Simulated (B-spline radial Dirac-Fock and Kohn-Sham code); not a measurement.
**The M5 (3d5/2) hole of thulium ions: width and yield against charge**

Calculated with an atomic code on a B-spline grid, using one-electron (LDA, Dirac) transition rates at Dirac-Fock energies. Tabulated ground configurations, configuration averages; single configurations, so decays that open only by mixing (as 1s 2s² with 1s 2p² in Be-like ions) are missing and such tiny yields are far too low.

```csv
ion,configuration,radiative (eV),non-radiative (eV),yield
Tm,[Xe] 4f13 6s2,0.0185,1.39,0.0132
Tm⁺,[Xe] 4f13 6s1,0.0185,1.39,0.0132
Tm²⁺,[Xe] 4f13,0.0186,1.39,0.0132
Tm³⁺,[Xe] 4f12,0.0182,1.38,0.0130
Tm⁴⁺,[Xe] 4f11,0.0177,1.37,0.0128
Tm⁵⁺,[Kr] 4d10 4f11 5s2 5p5,0.0178,1.37,0.0128
Tm⁶⁺,[Kr] 4d10 4f11 5s2 5p4,0.0180,1.38,0.0129
Tm⁷⁺,[Kr] 4d10 4f11 5s2 5p3,0.0181,1.38,0.0130
```
